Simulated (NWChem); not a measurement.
C4H3I; SMILES C#CC(=C)I

```xyz
8

C      1.2890     2.8727     0.0000
C      0.4102     2.0351     0.0000
C     -0.6005     1.0426     0.0000
C     -1.9176     1.2831     0.0000
I      0.1160    -0.9546     0.0000
H      2.0640     3.6172     0.0000
H     -2.2751     2.3168     0.0000
H     -2.6533     0.4771     0.0000
```
Atoms are numbered in this order, from 1.

Results from NWChem. STO-3G and 3-21G are far too small for this property and stand as cheap habits. Geometry: optimised at PBE0/def2-SVP (def2 core potentials past Kr). Field at 589 nm.

Task: Predict the results for B3LYP/STO-3G (all-electron, non-relativistic). Quantities: isotropic polarisability (bohr³); anisotropy (bohr³).

Result: 
- isotropic polarisability (bohr³): 35.1
- anisotropy (bohr³): 44.6
